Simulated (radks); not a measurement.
Values are calculated unless marked as measured or tabulated.
Q: These are the eigenvalues of the occupied orbitals of an atom or ion with whole-number occupations (eV). Code: a radial shooting solver on a logarithmic mesh with Libxc functionals. Model: Dirac Kohn-Sham, BLYP, spin-unpolarised, spherical densities, finite nucleus; Fermi nuclear charge, rms radius of each element as measured or else 0.836 A^(1/3) + 0.57 fm.

1s1/2: -10126.06

Which element is it, and in what charge state? The configuration may be excited. Open shells, if any, fill j = l - 1/2 first.

A: Z = 28, nickel, charge +26: Ni26+ in [He]. The 1s level, -372.13 hartree, gives Z - s = 27.3 by -(Z - s)^2/2, which with screening and relativity narrows Z to a few neighbours, and the depths must fix Z and the occupations together.
